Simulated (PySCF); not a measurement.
Unknown compound

Molecular formula: C₄H₉FO₂Si. Simulated spectra:

¹H NMR (400 MHz, computed): δ 5.37 (sept, 1H), 5.05 (m, 2H), 1.36 (d, 6H).

¹³C{¹H} NMR (computed): δ 184.4 (C), 69.1 (CH), 23.8 (CH3, 2C).

One computed conformer, no relativistic terms, rapidly exchanging positions averaged, gas phase. Structure optimised with GFN2-xTB; shielding tensors at PBE0/pcSseg-1 (GIAO); PySCF.

δ = σ(ref) − σ, references computed at the same level: TMS for ¹H, ¹³C.

**Question.** Choose the structure that fits.
A. FC[SiH]1OCCCO1
B. CC(C)OC(=O)[SiH2]F
C. COC[SiH2]O/C=C\F

**Answer.** B. 

- The formula gives 1 degree of unsaturation (no ring in the answer).
- 3 carbon signals for 4 carbons: some carbons are equivalent by symmetry or fast rotation.
- Carbon types of the structure: 1 × C, 1 × CH, 2 × CH3, leaving 2 H on heteroatoms.
- δC 184.4: carbonyl carbon.
- δC 69.1: sp3 CH bonded to O; deshielded by the electronegative neighbour.
- δC 23.8: methyl carbon; aliphatic region, no heteroatom directly attached.
- δH 5.37: hydrogen on an sp3 CH bonded to O; its carbon carries O, hence the downfield position.
- δH 5.05: hydrogen on a silicon bonded to C, F.

The others: FC[SiH]1OCCCO1 would give 6 signals for carbon-bound and other non-exchanging H, not 3; COC[SiH2]O/C=C\F would give 4 carbon signals, not 3.

Splittings by ¹⁹F in the carbon and heteronuclear signals aren't shown, as no couplings were computed. Shifts are as computed. Against solution values, carbons near 30 ppm lie about +3 ppm off and those near 130 ppm about +5 ppm. Of 1211 compounds with measured shifts, 218 miss one by over three times the rms of a fit or turn the order of signals round; such compounds aren't used in these exercises. No couplings were computed; multiplicities are counted from neighbouring protons, with m where these are inequivalent, close in shift, in a saturated or five-membered ring or joined by F or P, and br s for small geminal =CH2 splittings.
